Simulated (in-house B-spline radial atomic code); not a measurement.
RPA and G0W0 for Nb IX (Nb8+), [Ar] 3d10 4s2 4p3, highest spin, as one setting changes: the highest l of the empty states. Start: r2SCAN. A dash marks a level of low quasi-particle weight. Computed with an all-electron radial atomic-structure program (B-spline basis): all electrons, scalar-relativistic (spin-free one-electron X2C), finite nucleus, each spin shell either full or empty, empty states to the listed l with an (l + 1/2)⁻⁴ tail; G0W0 by contour deformation at full frequency.

| highest l of the empty states | RPA summed (Eh) | RPA extrapolated (Eh) | G0W0 level (eV) |
| --- | --- | --- | --- |
| 4 | -2.1979 | -2.519 | 4p up -161.24 |
| 5 | -2.3384 | -2.5341 | 4p up -161.24 |
| 6 | -2.4067 | -2.5239 | 4p up -161.23 |
| 7 | ? | ? | ? |
| 8 | -2.4625 | -2.5094 | 4p up -161.22 |
| 9 | -2.4742 | -2.5059 | 4p up -161.21 |
| 10 | ? | ? | ? |
| 11 | -2.4865 | -2.5028 | 4p up -161.21 |

Question: What belongs in the row for 7?

Answer: RPA summed (Eh): -2.4427; RPA extrapolated (Eh): -2.5163; G0W0 level (eV): 4p up -161.22.

Question: What belongs in the row for 10?

Answer: RPA summed (Eh): -2.4816; RPA extrapolated (Eh): -2.504; G0W0 level (eV): 4p up -161.21.
